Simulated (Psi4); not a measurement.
CH₅Si, doublet, geometry from GFN2-xTB; Psi4 with R2SCAN/pcseg-1.

The Psi4 input:
```
memory 2 GB

molecule {
0 2
C    -1.19243168   -0.16784419    0.12828578
Si    0.66435470    0.08504505   -0.14296576
H    -1.77784666    0.57243506   -0.41016203
H    -1.51335466   -1.15062903   -0.20606812
H    -1.44525161   -0.08155527    1.18441817
H     1.11180308    1.43180120    0.19041623
H     1.47827415   -0.95561745    0.47320178
}

set {
  basis pcseg-1
  reference uks
  cholesky_tolerance 1e-3
  scf_type cd
}

energy('r2scan')
print_variables()
```

Task: Write the output that Psi4 gives for this input, abridged.

Result: 
```
   => Loading Basis Set <=

    Name: PCSEG-1
    Role: ORBITAL
    Keyword: BASIS

         ---------------------------------------------------------
                                   SCF
               by Justin Turney, Rob Parrish, Andy Simmonett
                          and Daniel G. A. Smith
                              UKS Reference
         ---------------------------------------------------------

  ==> Geometry <==

    Molecular point group: c1
    Full point group: C1

    Geometry (in Angstrom), charge = 0, multiplicity = 2:

       Center              X                  Y                   Z               Mass
    ------------   -----------------  -----------------  -----------------  -----------------
         C           -1.239398289380    -0.171846472149     0.155362082934    12.000000000000
         SI           0.617388090620     0.081042767851    -0.115889457066    27.976926534650
         H           -1.824813269380     0.568432777851    -0.383085727066     1.007825032230
         H           -1.560321269380    -1.154631312149    -0.178991817066     1.007825032230
         H           -1.492218219380    -0.085557552149     1.211494472934     1.007825032230
         H            1.064836470620     1.427798917851     0.217492532934     1.007825032230
         H            1.431307540620    -0.959619732149     0.500278082934     1.007825032230

  Running in c1 symmetry.

  Rotational constants: A =      2.53318  B =      0.38622  C =      0.36601 [cm^-1]
  Rotational constants: A =  75942.68194  B =  11578.51023  C =  10972.60462 [MHz]
  Nuclear repulsion =   55.633456135370814

  Charge       = 0
  Multiplicity = 2
  Electrons    = 25
  Nalpha       = 13
  Nbeta        = 12

  ==> Algorithm <==

  SCF Algorithm Type is CD.
  DIIS enabled.
  MOM disabled.
  Fractional occupation disabled.
  Guess Type is SAD.
  Energy threshold   = 1.00e-06
  Density threshold  = 1.00e-06
  Integral threshold = 1.00e-12

  ==> Primary Basis <==

  Basis Set: PCSEG-1
    Blend: PCSEG-1
    Number of shells: 29
    Number of basis functions: 57
    Number of Cartesian functions: 59
    Spherical Harmonics?: true
    Max angular momentum: 2

  ==> DFT Potential <==

   => LibXC <=

    Version 7.1.2
    S. Lehtola, C. Steigemann, M. J. T. Oliveira, and M. A. L. Marques,  SoftwareX 7, 1–5 (2018) (10.1016/j.softx.2017.11.002)

   => Composite Functional: R2SCAN <=

    r2SCAN Meta-GGA XC Functional  (0.1021/acs.jpclett.0c02405)
[...]
      Ntotal   =   25.0000074765 ; deviation = 7.477e-06

   @Spin Contamination Metric:   3.901014901E-03
   @S^2 Expected:                7.500000000E-01
   @S^2 Observed:                7.539010149E-01
   @S   Expected:                5.000000000E-01
   @S   Observed:                5.000000000E-01

    Orbital Energies [Eh]
    ---------------------

    Alpha Occupied:

[...]
      13A     -0.184183

    Alpha Virtual:

[...]
    Beta Occupied:

[...]
    Beta Virtual:

[...]
    Final Occupation by Irrep:
              A
    DOCC [    12 ]
    SOCC [     1 ]
    NA   [    13 ]
    NB   [    12 ]

  @UKS Final Energy:  -330.47744589509051

   => Energetics <=

    Nuclear Repulsion Energy =             55.6334561353708139
    One-Electron Energy =                -565.6053546125981484
    Two-Electron Energy =                 207.6192291131346508
    DFT Exchange-Correlation Energy =     -28.1247765309978277
    Empirical Dispersion Energy =           0.0000000000000000
    VV10 Nonlocal Energy =                  0.0000000000000000
    Total Energy =                       -330.4774458950905114

  UHF NO Occupations:
  HONO-2 :   11  A 1.9997307
  HONO-1 :   12  A 1.9986346
  HONO-0 :   13  A 1.0000000
  LUNO+0 :   14  A 0.0013654
  LUNO+1 :   15  A 0.0002693
  LUNO+2 :   16  A 0.0002536
  LUNO+3 :   17  A 0.0000574

Computation Completed

Properties will be evaluated at   0.000000,   0.000000,   0.000000 [a0]

Properties computed using the SCF density matrix

 Multipole Moments:

 ------------------------------------------------------------------------------------
     Multipole            Electronic (a.u.)      Nuclear  (a.u.)        Total (a.u.)
 ------------------------------------------------------------------------------------

 L = 1.  Multiply by 2.5417464519 to convert [e a0] to [Debye]
 Dipole X            :          1.9149854           -2.2188507           -0.3038653
 Dipole Y            :          0.1557746           -0.1890803           -0.0333057
 Dipole Z            :         -1.1709060            1.2791701            0.1082640
 Magnitude           :                                                    0.3242907

 ------------------------------------------------------------------------------------

  Variable Map:
  ----------------------------------------------------------------------------
[...]
  Array Variable Map:
  ----------------------------------------------------------------------------
[...]
[...]
```
